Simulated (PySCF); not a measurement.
## Computed properties of B(CCH)(Cl)(H) (C2H2BCl), SMILES B(Cl)C#C

B(CCH)(Cl)(H) (C2H2BCl), SMILES C(BCl)#C. Geometry: B3LYP-D3(BJ)/def2-SVP. Other conformers were not sampled. All values are computed for the isolated molecule unless a solvent is named; none is compared with measurement here.

**Structure.** The optimised structure has Cs symmetry. All 12 harmonic modes at B3LYP-D3(BJ)/def2-SVP (PySCF) are real, so it is a minimum. With heavy atoms numbered as in [BH:1]([C:2]#[CH:3])[Cl:5], the shortest bond between them is C2–C3 at 1.219 Å and the longest B1–Cl5 at 1.757 Å.

**Vibrations.** The strongest infrared lines (harmonic, unscaled, degenerate partners summed) lie at 1152 cm⁻¹ (259 km/mol, B 52 %, H 41 %), 2166 cm⁻¹ (113 km/mol, C 89 %, H 9 %), 2654 cm⁻¹ (110 km/mol, H 91 %, B 9 %). The softest mode is at 169 cm⁻¹ and the zero-point energy is 20.5 kcal/mol.

**Electronic structure.** CAM-B3LYP/def2-TZVPD (PySCF) places the frontier levels at -9.88 and -1.32 eV, a gap of 8.56 eV, and gives a dipole moment of 1.57 D and a mean polarisability of 52.6 bohr³.

**Excitations.** TDDFT-CAM-B3LYP/def2-SVPD (PySCF) has S1 at 4.36 eV (284 nm, f = 0.000, dark); the most intense of the 10 singlets computed lies at 8.25 eV (f = 0.33). T1 (TDA) is at 4.02 eV. No vertical singlet excitation falls in the visible range (under 3.1 eV).

**NMR.** GIAO shifts at PBE0/pcSseg-2 (PySCF) (non-relativistic, atoms alike by connectivity averaged): ¹³C from 98.5 to 128.1 ppm against TMS; ¹H from 4.5 to 6.5 ppm against TMS; ¹¹B at 47.3 ppm against BF3. Without spin–orbit terms, shifts of atoms bonded to Cl or Br come out too high.
